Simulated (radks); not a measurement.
Ho24+, 43 electrons, occupied as [Kr] 4d7.

Method: scalar-relativistic Kohn-Sham, LDA (Slater exchange, Perdew-Wang correlation), spin-unpolarised, spherical densities, finite nucleus; Fermi nuclear charge, rms radius 5.2022 fm; computed with a radial shooting solver on a logarithmic mesh with Libxc functionals.

Energy parts (eV):
total: -336239.73
kinetic: 364073.14
electron-nucleus: -790676.98
Hartree: 96698.78
exchange-correlation: -6334.66

Orbitals (lengths in bohr, moments of r in powers of bohr; r(90%) holds 90 % of the orbital's charge):
orbital,occ.,eigenvalue (eV),<r^4>,<1/r>,r(90%),<r^2>
1s,2,-56186.87,9.278e-07,75.97,0.0376,0.0005891
2s,2,-10027.82,0.0001450,17.67,0.136,0.009183
2p,6,-8974.122,0.0001096,16.38,0.127,0.007447
3s,2,-2819.006,0.005409,6.534,0.336,0.06003
3p,6,-2496.744,0.005657,6.121,0.341,0.06017
3d,10,-2088.915,0.004399,5.804,0.321,0.05006
4s,2,-1092.148,0.1013,2.952,0.694,0.2684
4p,6,-978.1273,0.1204,2.760,0.727,0.2904
4d,7,-826.2654,0.1404,2.551,0.759,0.3074

The highest occupied level is 4d at -826.27 eV. The density falls to 0.001 e/bohr^3 at r = 1.37 bohr. The electron density at the nucleus is 8.439e+05 e/bohr^3 (large components only). Summed over all electrons, <r^2> = 5.477 bohr^2, which gives a Langevin (diamagnetic) susceptibility term of -4.34 x 10^-6 cm^3/mol.
